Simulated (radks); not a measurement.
Values are calculated unless marked as measured or tabulated.
Ionisation of the europium ion Eu3+, [Xe] 4f6, to [Xe] 4f5 as the strength of local exchange is varied. Level of theory: scalar-relativistic Kohn-Sham, Slater X-alpha exchange (alpha = 2/3 is LDA exchange), no correlation, spin-polarised, spherical densities, finite nucleus; open shells are filled with parallel spins first (spin-orbit coupling, left out, can overturn this in heavy ions); Fermi nuclear charge, rms radius 5.1115 fm (a radial shooting solver on a logarithmic mesh with Libxc functionals).

alpha  E(Eu3+) (hartree)  exchange (hartree)  IE (eV)  -e of the level emptied (eV)  <r> of it (bohr)
0.665        -10827.9442           -227.1302   43.026                   33.401 (4f)            0.8689
0.667        -10828.6298           -227.8279   43.097                   33.466 (4f)            0.8685
0.679        -10832.7444           -232.0164   43.525                   33.862 (4f)            0.8660
0.682        -10833.7733           -233.0640   43.633                   33.962 (4f)            0.8654
0.802        -10875.0107           -275.1280   48.026                   38.048 (4f)            0.8417
0.934        -10920.5546           -321.7576   53.079                   42.786 (4f)            0.8183
x            -10819.3778           -218.4153   42.142                   32.583 (4f)            0.8743

Which alpha was used in the last row?

Answer. alpha = 0.64. NIST Atomic Spectra Database: 42.9 +/- 0.11 eV (semi-empirical). The Delta-SCF value meets it near alpha = 0.66. Open shells are spherical and high-spin; term and fine-structure splittings are not resolved. Spin-orbit splitting is averaged out at the scalar-relativistic level. No tabulated value is given for the 4+ ions of Nd, Pm and Eu to Yb, where it belongs to another shell than the one emptied here.
